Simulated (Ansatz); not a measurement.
The Be1–Cl3 bond of BeClF (SMILES [F][Be][Cl]) is stretched (multiplicity 1, the rest rigid).
Geometry at rest (charge 0, multiplicity 1):
```xyz
3

Be     0.000     0.000    -0.613
F      0.000     0.000    -1.988
Cl     0.000     0.000     1.197
```

Cores are frozen in the correlated methods.

Codes used: Ansatz (Gaussian orbitals). 

Energies above the point at 1.810 Å (the B3LYP-D3(BJ) bond length), FIC-MRCISD+Q on CASSCF(6,4)/aug-cc-pV(T+d)Z (kcal/mol): 9.99 at 1.629 Å; 5.60 at 1.991 Å; 124.97 at 5.792 Å.

### Question
Take the last value as the depth D of a Morse curve D(1 − e^(−a(R − R₀)))², fit a and R₀ to the two near points, and test it at 2.443 and 3.167 Å.

### Answer

With D = 125.0, both near points (counted from the curve's value at 1.810 Å) are met by a = 1.35 Å⁻¹ and R₀ = 1.814 Å, so k = 2Da² = 453 kcal/(mol Å²). The curve then gives 40.8 and 87.8 kcal/mol; the level itself gives 40.2 and 91.3, so Morse is off by 0.6 and -3.5.

Doubts at one or more of the structures used: active orbitals that take no part (FIC-MRCISD+Q on CASSCF(6,4)/aug-cc-pV(T+d)Z).

Ansatz is a first-principles code.
